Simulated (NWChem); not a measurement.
# GaHOF2; SMILES [OH][Ga]([F])[F]

```xyz
5

Ga    -0.0005     0.0058     0.0000
F     -1.6282    -0.6079     0.0000
F      0.1999     1.7254     0.0000
O      1.3910    -1.0698     0.0000
H      1.1429    -2.0017     0.0000
```
Atoms are numbered in this order, from 1.

Level: PBE0/def2-SVP (NWChem), optimised geometry, unscaled harmonic frequencies. 

**Question.** List the harmonic frequencies with IR intensities, and the thermochemistry.

**Answer.** 
| frequency (cm⁻¹) | IR intensity (km/mol) |
|---|---|
| 176 | 25.5 |
| 193 | 28.3 |
| 203 | 45.8 |
| 350 | 116.3 |
| 676 | 0.6 |
| 758 | 70.6 |
| 776 | 123.4 |
| 855 | 76.0 |
| 3900 | 101.4 |

```
Quantity                                                                           Result
-----------------------------------------------------------------------  ----------------
zero-point energy                                                           11.3 kcal/mol
thermal correction to the enthalpy at 298.15 K (with zero-point energy)     15.2 kcal/mol
heat capacity Cv                                                         15.9 cal/(mol K)
entropy at 298.15 K and 1 atm (symmetry number 1)                        74.7 cal/(mol K)
dipole moment                                                                      2.13 D
```

Rigid rotor and harmonic oscillator.
